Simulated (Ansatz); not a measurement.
`FC1=CC(F)CC1` + H₂ → `FC1=CCCC1` + H–F  (hydrogenolysis of a C–F bond)

Calculated with Ansatz (gas phase, PBE0-D4/def2-TZVP geometries, no zero-point term in ΔE). CCSD(T)/CBS is the MP2 limit (def2-TZVPP, def2-QZVPP) plus CCSD(T) − MP2 in def2-TZVPP, frozen cores. This one scheme is used for every species. DFT in def2-TZVPP.

(1) Is it downhill or uphill in electronic energy at CCSD(T)/CBS, and by how much? (Estimate.)

(2) What do these levels give: LDA (SPW92), CAM-B3LYP-D4, r2SCAN, r2SCANh, r2SCAN0, MP2/def2-TZVPP? (Best estimate.)

(3) What do rigid-rotor, harmonic-oscillator terms from PBE0-D4/def2-TZVP frequencies (298.15 K, 1 bar) make of the CCSD(T)/CBS value? (An estimate is asked.)

Largest T1 diagnostic among the species: 0.011.

Results:

(1) The calculation gave: Downhill: ΔE = -85.5 kJ/mol.

(2) The calculation gave: LDA (SPW92) -68.2, CAM-B3LYP-D4 -71.2, r2SCAN -68.4, r2SCANh -72.0, r2SCAN0 -77.0, MP2/def2-TZVPP -88.8 kJ/mol.

(3) The calculation gave: ΔZPE = +18.3 kJ/mol, ΔH = -69.1 kJ/mol, ΔS = 24 J/(mol·K), ΔG = -76.2 kJ/mol.

From r2SCAN to r2SCAN0 (25 % exact exchange), in def2-TZVPP and without D4, ΔE moves by −8.6 kJ/mol. Leaving LDA and LC-ωPBE aside and taking each functional with its dispersion term where it has one, the values, not all of them listed here, spread over 20.6 kJ/mol, from PBE-QIDH to BLYP-D4. LDA lies +3.9 kJ/mol from PBE without D4. At CCSD(T), def2-SVP lies +9.4 kJ/mol from the extrapolated value and def2-TZVPP +2.3 kJ/mol.
